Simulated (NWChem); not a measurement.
Species: C₂H₅S, doublet; SMILES CC[S]

All runs: NWChem. Spin-unrestricted. In the optimisation the excess spin sits in a" (Cs, its own frame). Geometry: optimised at PBE-D3(BJ)/def2-SVP, spin-unrestricted. No stability test was run on the SCF state. Level: PBE0/def2-SVP with SMD (1 M gas to 1 M solution), gas-phase geometry. Reactions with the solvent are ignored.

```tsv
solvent	dielectric constant	solvation free energy (kcal/mol)	cavity-dispersion-structure term (kcal/mol)	dipole in solution (D)
water	78.4	-1.1	1.3	2.24
ethyl acetate	5.99	-4.1	-2.1	2.13
chloroform	4.71	-4.5	-2.6	2.10
1-propanol	20.5	-4.2	-1.9	2.21
dichloromethane	8.93	-4.6	-2.5	2.17
methanol	32.6	-4.1	-1.7	2.23
diethyl ether	4.24	-4.3	-2.4	2.09
```
